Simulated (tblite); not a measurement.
C₄H₁₂NPSi₂.
Numbering: `[PH2:1][SiH2:2][NH:3][C@@H:4]1[CH:5]=[CH:6][CH2:7][SiH2:8]1` (hydrogens: H9, H10 on P1; H11, H12 on Si2; H13 on N3; H14 on C4; H15 on C5; H16 on C6; H17, H18 on C7; H19, H20 on Si8)

Computed with GFN2-xTB (tblite), gas phase: L-BFGS steps from a force-field or distance-geometry start until the largest atomic force falls under 0.01 eV/Å.

Step 29: E = -641.0497 eV
```
atom  x, y, z in Å  |  force x, y, z in eV/Å
P1      3.4141    1.2344   -0.7867    0.032  -0.116  -0.022
Si2     2.1794   -0.6572   -0.7766   -0.049   0.015   0.004
N3      0.8791   -0.3825    0.3182   -0.088  -0.011  -0.015
C4     -0.4240   -1.0347    0.1902   -0.068  -0.022  -0.009
C5     -1.0535   -0.6633   -1.1286   -0.007  -0.099  -0.021
C6     -1.8515    0.3925   -1.1487    0.143   0.136  -0.016
C7     -2.1140    1.0883    0.1527   -0.037   0.020   0.075
Si8    -1.7091   -0.2929    1.4085    0.020  -0.056   0.001
H9      2.7205    1.9190    0.1961   -0.034  -0.062  -0.011
H10     4.3171    0.7504    0.1349    0.057   0.032  -0.023
H11     2.9654   -1.7998   -0.2847   -0.056   0.020   0.025
H12     1.8050   -0.9519   -2.1778    0.093   0.120   0.145
H13     0.7630    0.5679    0.6422    0.064   0.024  -0.065
H14    -0.2571   -2.1129    0.2618    0.022   0.060  -0.059
H15    -0.7830   -1.2186   -2.0115    0.018  -0.007  -0.042
H16    -2.2742    0.7992   -2.0559   -0.048  -0.057  -0.002
H17    -3.1229    1.4906    0.1897   -0.104  -0.036   0.021
H18    -1.4464    1.9482    0.2554    0.004  -0.004  -0.012
H19    -2.8464   -1.2133    1.5132    0.038   0.049   0.087
H20    -1.1666    0.1474    2.6950   -0.001  -0.006  -0.062
```

Step 30: E = -641.0542 eV
```
atom  x, y, z in Å  |  force x, y, z in eV/Å
P1      3.4163    1.2297   -0.7790    0.005  -0.098  -0.009
Si2     2.1840   -0.6646   -0.7775   -0.017   0.066   0.077
N3      0.8817   -0.3841    0.3134   -0.071  -0.006  -0.007
C4     -0.4227   -1.0317    0.1890   -0.082  -0.014  -0.088
C5     -1.0533   -0.6567   -1.1302   -0.065  -0.076  -0.030
C6     -1.8591    0.3945   -1.1481    0.142   0.114  -0.011
C7     -2.1257    1.0892    0.1569   -0.012  -0.001  -0.037
Si8    -1.7049   -0.2907    1.4117    0.030  -0.010  -0.049
H9      2.7156    1.9091    0.2054   -0.001  -0.082  -0.035
H10     4.3214    0.7458    0.1407    0.048   0.033  -0.017
H11     2.9725   -1.8030   -0.2834   -0.055   0.000   0.035
H12     1.8174   -0.9567   -2.1754    0.065   0.099   0.063
H13     0.7673    0.5684    0.6304    0.065   0.048  -0.053
H14    -0.2544   -2.1099    0.2511    0.001   0.043  -0.029
H15    -0.7829   -1.2123   -2.0150    0.013   0.032   0.004
H16    -2.2863    0.7994   -2.0569   -0.012  -0.082   0.071
H17    -3.1389    1.4856    0.1903   -0.045  -0.061   0.042
H18    -1.4613    1.9542    0.2490   -0.029  -0.028   0.020
H19    -2.8367   -1.2141    1.5242    0.014   0.028   0.092
H20    -1.1553    0.1587    2.6907    0.004  -0.007  -0.042
```

Step 31: E = -641.0587 eV
```
atom  x, y, z in Å  |  force x, y, z in eV/Å
P1      3.4185    1.2235   -0.7729   -0.014  -0.057   0.006
Si2     2.1872   -0.6699   -0.7765    0.019   0.084   0.140
N3      0.8823   -0.3855    0.3093   -0.048   0.017   0.003
C4     -0.4232   -1.0294    0.1866   -0.066  -0.002  -0.132
C5     -1.0545   -0.6525   -1.1320   -0.099  -0.024  -0.036
C6     -1.8620    0.3986   -1.1477    0.094   0.053  -0.007
C7     -2.1360    1.0900    0.1603    0.018  -0.019  -0.123
Si8    -1.7010   -0.2894    1.4136    0.025   0.039  -0.084
H9      2.7112    1.8985    0.2123    0.031  -0.095  -0.057
H10     4.3265    0.7426    0.1451    0.041   0.029  -0.008
H11     2.9771   -1.8055   -0.2814   -0.052  -0.019   0.047
H12     1.8297   -0.9578   -2.1714    0.033   0.073  -0.030
H13     0.7722    0.5696    0.6191    0.046   0.058  -0.039
H14    -0.2517   -2.1064    0.2407   -0.020   0.006   0.000
H15    -0.7825   -1.2068   -2.0184    0.005   0.057   0.031
H16    -2.2969    0.7980   -2.0568    0.021  -0.079   0.109
H17    -3.1537    1.4802    0.1914    0.023  -0.086   0.050
H18    -1.4745    1.9589    0.2439   -0.059  -0.036   0.058
H19    -2.8282   -1.2141    1.5360   -0.013   0.005   0.094
H20    -1.1456    0.1681    2.6860    0.015  -0.004  -0.020
```

Step 32: E = -641.0637 eV
```
atom  x, y, z in Å  |  force x, y, z in eV/Å
P1      3.4210    1.2154   -0.7659   -0.012  -0.003   0.013
Si2     2.1916   -0.6747   -0.7728    0.041   0.060   0.158
N3      0.8819   -0.3868    0.3049   -0.020   0.050   0.006
C4     -0.4251   -1.0268    0.1815   -0.028   0.011  -0.125
C5     -1.0578   -0.6484   -1.1347   -0.104   0.043  -0.037
C6     -1.8640    0.4044   -1.1474    0.020  -0.037  -0.006
C7     -2.1476    1.0904    0.1621    0.048  -0.033  -0.155
Si8    -1.6959   -0.2871    1.4143    0.004   0.073  -0.093
H9      2.7071    1.8847    0.2196    0.056  -0.094  -0.066
H10     4.3331    0.7398    0.1503    0.034   0.023  -0.001
H11     2.9816   -1.8092   -0.2784   -0.051  -0.037   0.062
H12     1.8442   -0.9581   -2.1671    0.008   0.052  -0.097
H13     0.7786    0.5722    0.6048    0.010   0.058  -0.020
H14    -0.2493   -2.1023    0.2288   -0.043  -0.035   0.024
H15    -0.7816   -1.1989   -2.0220   -0.003   0.062   0.024
H16    -2.3093    0.7951   -2.0549    0.039  -0.047   0.095
H17    -3.1703    1.4721    0.1939    0.084  -0.107   0.045
H18    -1.4911    1.9638    0.2392   -0.076  -0.026   0.094
H19    -2.8185   -1.2140    1.5511   -0.027  -0.006   0.092
H20    -1.1339    0.1791    2.6801    0.022  -0.005  -0.013
```

Problem. Estimate the geometry and energy of step 33. (The exact step hangs on the optimiser's Hessian estimate; all steps are aligned on step 32, rigid shifts and turns removed.)

Solution. E = -641.0688 eV, largest force 0.168 eV/Å
```
atom  x, y, z in Å  |  force x, y, z in eV/Å
P1      3.4239    1.2066   -0.7571    0.016   0.045   0.005
Si2     2.1982   -0.6801   -0.7665    0.037   0.005   0.109
N3      0.8814   -0.3877    0.2999    0.005   0.080  -0.006
C4     -0.4273   -1.0235    0.1735    0.016   0.019  -0.065
C5     -1.0627   -0.6431   -1.1383   -0.067   0.086  -0.031
C6     -1.8678    0.4102   -1.1474   -0.054  -0.119  -0.009
C7     -2.1606    1.0901    0.1615    0.067  -0.042  -0.114
Si8    -1.6898   -0.2828    1.4136   -0.024   0.072  -0.069
H9      2.7037    1.8675    0.2282    0.066  -0.074  -0.052
H10     4.3412    0.7371    0.1569    0.026   0.017   0.003
H11     2.9868   -1.8151   -0.2742   -0.051  -0.050   0.078
H12     1.8607   -0.9589   -2.1638   -0.001   0.042  -0.107
H13     0.7858    0.5762    0.5870   -0.036   0.050   0.001
H14    -0.2480   -2.0980    0.2155   -0.066  -0.058   0.041
H15    -0.7804   -1.1877   -2.0261   -0.010   0.047  -0.017
H16    -2.3236    0.7912   -2.0512    0.032   0.004   0.028
H17    -3.1882    1.4607    0.1977    0.116  -0.118   0.029
H18    -1.5127    1.9693    0.2352   -0.073   0.000   0.118
H19    -2.8071   -1.2142    1.5700   -0.019   0.004   0.084
H20    -1.1189    0.1928    2.6728    0.020  -0.010  -0.027
```

The energy changes by -0.0051 eV. The first-order estimate −F·Δx gives -0.0071 eV and the mean of the old and new forces, exact on a quadratic surface, -0.0051 eV. The step makes an angle of 77° with the force vector and moves no atom by more than 0.023 Å.

The cost below is that of the whole relaxation. Time: 1.9 s wall. Hardware: one thread of an Arm Neoverse V1, shared host with 32 logical CPUs at a one-minute load of 13.
